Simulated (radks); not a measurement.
Neutral ruthenium, 44 electrons, occupied as [Kr] 4d7 5s1.

All-electron calculation, Dirac Kohn-Sham, PBE, spin-unpolarised, spherical densities, finite nucleus; open shells are shared between the two j in proportion to 2j + 1; Fermi nuclear charge, rms radius 4.4809 fm. Program: a radial shooting solver on a logarithmic mesh with Libxc functionals.

Energy parts (Ry):
part                        energy
total                  -9062.92962
kinetic                 9430.71775
electron-nucleus      -21924.31867
Hartree                 3697.96514
exchange-correlation    -267.29384

Orbitals (lengths in bohr, moments of r in powers of bohr; <r^-3> diverges for s and p1/2; r(90%) holds 90 % of the orbital's charge):
\begin{tabular}{lrrrrrr}
orbital & occ. & eigenvalue (Ry) & <r^-3> & r(90%) & <1/r> & <r> \\ \hline
1s1/2 & 2 & -1611.479 & - & 0.0599 & 45.88 & 0.03344 \\
2s1/2 & 2 & -231.6465 & - & 0.225 & 10.49 & 0.1453 \\
2p1/2 & 2 & -214.0451 & - & 0.202 & 10.47 & 0.1236 \\
2p3/2 & 4 & -204.4224 & 2801 & 0.209 & 9.921 & 0.1284 \\
3s1/2 & 2 & -40.79537 & - & 0.594 & 3.625 & 0.4024 \\
3p1/2 & 2 & -33.96649 & - & 0.598 & 3.527 & 0.3956 \\
3p3/2 & 4 & -32.33384 & 482.3 & 0.613 & 3.393 & 0.4063 \\
3d3/2 & 4 & -20.24820 & 72.03 & 0.608 & 3.216 & 0.3821 \\
3d5/2 & 6 & -19.93012 & 68.34 & 0.613 & 3.181 & 0.3856 \\
4s1/2 & 2 & -5.60998 & - & 1.48 & 1.350 & 1.019 \\
4p1/2 & 2 & -3.58041 & - & 1.64 & 1.227 & 1.108 \\
4p3/2 & 4 & -3.33208 & 73.35 & 1.69 & 1.186 & 1.139 \\
4d3/2 & 2.8 & -0.39677 & 5.549 & 2.77 & 0.8174 & 1.685 \\
4d5/2 & 4.2 & -0.37312 & 5.175 & 2.83 & 0.8046 & 1.714 \\
5s1/2 & 1 & -0.31163 & - & 5.16 & 0.3788 & 3.390 \\
\end{tabular}

The highest occupied level is 5s1/2 at -4.240 eV. Summed over all electrons, <r^2> = 53.41 bohr^2, which gives a Langevin (diamagnetic) susceptibility term of -42.3 x 10^-6 cm^3/mol. The density falls to 0.001 e/bohr^3 at r = 4.50 bohr. The electron density at the nucleus is 1.101e+05 e/bohr^3.
